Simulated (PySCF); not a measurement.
## BTe⁺ from Hartree–Fock to correlated methods

State: ³Π (triplet), unpaired electrons σ ↑, π ↑. Set-up: PySCF, spin-free X2C with a Gaussian nucleus, basis sets B x2c-SVPall, Te x2c-SVPall. De refers to B⁺ + Te in their high-spin ground configurations, without counterpoise correction. The functionals are run spin-unrestricted. A positive dipole points towards Te; it is taken about the centre of mass and depends on that origin.

```tsv
Level	Re (Å)	ωe (cm⁻¹)	De (eV)	μ (D)
UHF	2.060	658	1.97	-3.54
UHF-MP2	2.046	740	2.61	n/a
UHF-SCS-MP2	2.059	708	2.38	n/a
UHF-CCSD	2.071	654	2.18	n/a
UHF-CCSD(T)	2.077	657	2.38	n/a
PBE	2.067	673	3.64	-2.33
TPSS	2.068	669	3.48	-2.42
r²SCAN	2.056	694	3.51	-2.64
PBE0	2.050	695	3.28	-2.58
r²SCAN0	2.046	704	3.22	-2.80
M06-2X	2.054	662	2.48	-2.96
ωB97X	2.045	699	2.97	-2.74
```

Problem. Which functional lies closest to UHF-CCSD(T) in De, which farthest, and by how much do they differ from it?

Solution. Closest is M06-2X (-2.3 pm in Re, +0.8 % in ωe, +0.10 eV in De against UHF-CCSD(T) in the same basis), farthest PBE (-1.0 pm in Re, +2.4 % in ωe, +1.26 eV in De). CCSD(T) converges more slowly with the basis than the functionals do and binds too weakly in this one, so the order can change at the basis-set limit.

Problem. What does the step from GGA to meta-GGA do here, going from PBE to r²SCAN?

Solution. r²SCAN less PBE: -1.1 pm in Re, +3.1 % in ωe, -0.13 eV in De. 

Correlated steps freeze 19 core orbitals. Correlated levels converge slowly with the basis: in double zeta they bind strong bonds too weakly, by up to about 1 eV, and carry superposition errors of some tenths. These are scalar-relativistic numbers at best; spin–orbit coupling would shift them, the dissociation energy most. For an ion De counts to the pair picked by the measured ionisation energies or electron affinities, which need not be the lowest pair at this level. The state is the lowest determinant that a PBE0 search found; another state may lie lower at other levels.

The whole job (state search and all levels along the bond) took about 2.9 min on 1 thread of Intel Xeon Platinum 8259CL @ 2.50GHz (shared host), peak memory 0.56 GiB.
